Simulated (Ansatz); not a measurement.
CH5Al (SMILES [CH3][AlH2]) moved off its minimum; all values from Ansatz (a quantum-chemistry and plane-wave program), cores frozen in correlated methods.
(charge 0, multiplicity 1)
```xyz
7

Al     0.10406    -0.23757    -0.71138
H     -1.32633    -0.50924    -1.53641
H      1.37878    -0.99504    -1.21662
C      0.04810     0.55905     1.06612
H     -0.15163     1.67370     0.95882
H      0.78244     0.37235     1.64451
H     -0.91573     0.23469     1.66626
```

Q: Give the forces (eV/Å), the total energy and the dipole at CCSD(T)/cc-pV(T+d)Z.

A: 
```
atom      Fx      Fy      Fz
----  ------  ------  ------
Al1   -1.245  -0.818  -0.129
H2     0.849   0.393   0.355
H3     0.295   0.091  -0.199
C4    -7.538   2.016  -3.021
H5     0.545  -1.022   0.236
H6     5.499  -0.993   4.049
H7     1.596   0.333  -1.290
```
Energy -282.9959 hartree, dipole 1.07 D.
